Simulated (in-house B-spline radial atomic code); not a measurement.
Configurations of Al II (Al+), with energies counted from [Ne] 3s2. All numbers are computed (scalar-relativistic (X2C) CAM-B3LYP, spin-polarised, spherical fractional occupations, exact exchange averaged over the configuration; Fermi nucleus of rms radius 3.061 fm) with a radial B-spline atomic code at the basis-set limit, not measured. Shells without spins written out take the highest spin.

Occupations are held fixed; configurations that lie above the ionisation limit could autoionise.

```
       configuration  E - E(ref) (eV)  highest orbital  its <r> (bohr)
        [Ne] 3s1 4p1           13.005            4p up           6.641
        [Ne] 3s1 4d1           14.937            4d up            8.94
[He] 2s2 2p5 3s2 3p1            75.93            3p up           2.485
[He] 2s2 2p5 3s2 4p1           85.761            4p up           6.186
[He] 2s2 2p5 3s2 4f1           88.589            4f up           8.612
[He] 2s1 2p6 3s2 4s1           123.57            4s up           5.263
```

Q: Order these further configurations by energy, lowest first.
A. [Ne] 3s1 3p1
B. [He] 2s2 2p5 3s2 3d1
C. [He] 2s1 2p6 3s2 4p1
D. [He] 2s2 2p5 3s2 4s1
E. [Ne] 3s1 3d1

A: A (4.7753 eV), E (11.78 eV), D (84.045 eV), B (84.263 eV), C (125.3 eV).

Q: How far above the reference does [Ne] 3s1 4f1 lie?

A: 15.45 eV; its least bound orbital is 4f up with <r> = 8.749 bohr.
